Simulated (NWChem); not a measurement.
**Atomisation of H₃Si₂**

```xyz
5

Si    -1.3549     0.0895     0.0000
Si     1.0205    -0.0851     0.0000
H      1.6353    -0.7164     1.2134
H      1.4116     1.3712     0.0000
H      1.6353    -0.7164    -1.2134
```
Charge 0, spin multiplicity 2.

Everything below was run with NWChem. The geometry was optimised at UPBE0/def2-SVP, a minimum by its harmonic frequencies.

Basis set: def2-TZVP. The atomisation energy is electronic alone: no zero-point, thermal, spin-orbit or counterpoise terms. No value is extrapolated to the basis-set limit. Free atoms are single determinants with multiplicities Si 3, H 2. Correlated methods freeze the same cores in atoms and molecule, 10 orbitals in all.

```json
[
 {"method": "HF", "atomisation energy (kcal/mol)": "215.4", "relative cost": "under 3", "remark": "spin-contaminated"},
 {"method": "MP2", "atomisation energy (kcal/mol)": "263.1", "relative cost": "4", "remark": "spin-contaminated"},
 {"method": "B3LYP", "atomisation energy (kcal/mol)": "284.9", "relative cost": "under 3", "remark": "-"},
 {"method": "CCSD(T)", "atomisation energy (kcal/mol)": "273.9", "relative cost": "10", "remark": "-"},
 {"method": "PBE0", "atomisation energy (kcal/mol)": "281.9", "relative cost": "1", "remark": "-"},
 {"method": "PBE", "atomisation energy (kcal/mol)": "282.5", "relative cost": "under 3", "remark": "-"},
 {"method": "BLYP", "atomisation energy (kcal/mol)": "280.7", "relative cost": "under 3", "remark": "-"},
 {"method": "BP86", "atomisation energy (kcal/mol)": "291.2", "relative cost": "under 3", "remark": "-"},
 {"method": "CAM-B3LYP", "atomisation energy (kcal/mol)": "285.8", "relative cost": "8", "remark": "-"}
]
```

The values span 75.8 kcal/mol, from HF (lowest) to BP86 (highest). Costs are rough ratios of processor time within this set of runs, SCF included, with PBE0 as 1. Costs are the molecule's.

B3LYP has NWChem's definition, with VWN1-RPA local correlation. GW and range-separated runs recompute their integrals, the others keep them in memory, which bears on the times. This spin state was chosen for the runs; another may lie lower. The structure started from a generated list of species. The unpaired electrons of the parent sit in orbitals of symmetry a" (Cs labels of the run); other states weren't searched. The stability of the SCF solutions was not checked. Open-shell Hartree-Fock references start from PBE0 orbitals; any time given for them includes that run. Coupled-cluster values serve here as a point of comparison, not as the truth.
